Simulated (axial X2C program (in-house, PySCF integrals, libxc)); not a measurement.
**Spectroscopic constants of LiRh⁻**

Calculated with an in-house all-electron X2C program for linear molecules (integrals from PySCF). Spin-free means the one-electron spin-free X2C Hamiltonian; two-component (2c) means X2C with spin–orbit coupling and atomic mean-field two-electron Coulomb and Gaunt terms, so the difference of the two also holds small scalar two-electron terms. Basis: Rh dyall-acv3z [13s13p9d5f3g], Li dyall-av3z [9s9p3d] (cores contracted in-house); Gaussian nuclei, density fitting, unrestricted open shells. Masses: Rh 102.906 u, Li 7.016 u.

Input:
```json
{"zs": [45, 3], "q": -1, "bas": ["dyall-acv3z", "dyall-av3z"], "levels": ["PBE0", "HF", "TPSSh"], "cc": true, "r0": 2.58, "thr": -2.0, "nmax": 90, "npts": 10, "nst": 2, "ntry": 6}
```
```bash
python so2c.py task.json out
```

Keys: zs atomic numbers; q charge; bas basis sets; levels methods; cc coupled cluster on or off; r0 starting distance in Å; thr threshold in hartree for freezing inner shells (an s shell follows its p shell); nmax most natural virtual spinors; npts points on the curve; nst determinants followed; ntry starts of the search. HF also brings MP2.

State, spin-free: M_S = 1/2, Λ = 2 (beyond evenly filled blocks: δ+α, δ+β, δ-α); electrons by block: σα: 11, σβ: 11, π+α: 5, π+β: 5, π-α: 5, π-β: 5, δ+α: 2, δ+β: 2, δ-α: 2, δ-β: 1. Fragments: Rh- + Li.

State, 2c: Ω = 5/2 (⟨Sz⟩ = 0.50, ⟨Lz⟩ = 2.00 at PBE0); electrons by block: 1/2: 16, -1/2: 16, 3/2: 7, -3/2: 7, 5/2: 2, -5/2: 1. Fragments: Rh- + Li.

```json
{"Hamiltonian": "spin-free", "level": "PBE0", "Re (Å)": "2.274", "ωe (cm⁻¹)": "346.9", "ωexe (cm⁻¹)": "n/a", "De (eV)": "1.34", "D0 (eV)": "1.32", "μ (D)": "-6.05"}
{"Hamiltonian": "spin-free", "level": "TPSSh", "Re (Å)": "2.305", "ωe (cm⁻¹)": "346.4", "ωexe (cm⁻¹)": "3.91", "De (eV)": "1.45", "D0 (eV)": "1.43", "μ (D)": "-7.53"}
{"Hamiltonian": "2c", "level": "PBE0", "Re (Å)": "2.277", "ωe (cm⁻¹)": "338.1", "ωexe (cm⁻¹)": "n/a", "De (eV)": "n/a", "D0 (eV)": "n/a", "μ (D)": "-6.29"}
{"Hamiltonian": "2c", "level": "TPSSh", "Re (Å)": "2.306", "ωe (cm⁻¹)": "344.2", "ωexe (cm⁻¹)": "3.88", "De (eV)": "n/a", "D0 (eV)": "n/a", "μ (D)": "-7.73"}
```

Dipoles are positive if Li is the positive end and refer to the centre of mass.

Occupations by symmetry block were frozen at the best pattern of an incomplete PBE0 search. Dissociation energies refer to the lowest single-determinant-based atoms at the same level and basis. De is not given where an atomic determinant may have missed its ground term or J level, or where the truncated virtual space spoils (T). Density functionals use the spin component along the axis (collinear). PBE0 can misorder states that lie within some tenths of an eV, so this need not be the ground state of the molecule. The nearest other spin-free determinant of the search, M_S = 3/2, Λ = 2, lies 0.22 eV up at the distance of the search. The functionals have no current-density term, which raises determinants with orbital currents, atoms included. The highest occupied level of some functionals is positive through self-interaction error; at Hartree–Fock it is bound. The determinant is spin-polarised beyond a pure state at some levels (its spin-free form has ⟨S²⟩ too high), which makes Re and μ there less reliable.

No reliable constants came from HF (2c), HF (spin-free), MP2 (2c), MP2 (spin-free): no minimum in range, unconverged points, a curve that is not smooth, a change of character along it, or the two Hamiltonians disagreeing along it.

Rough cost a point (2c) on 1 thread(s) of a shared host, integrals apart: PBE0 1.3 s, TPSSh 2.2 s.

The whole task took 4.8 min on 1 thread of Arm Neoverse V1, with other jobs on the host.
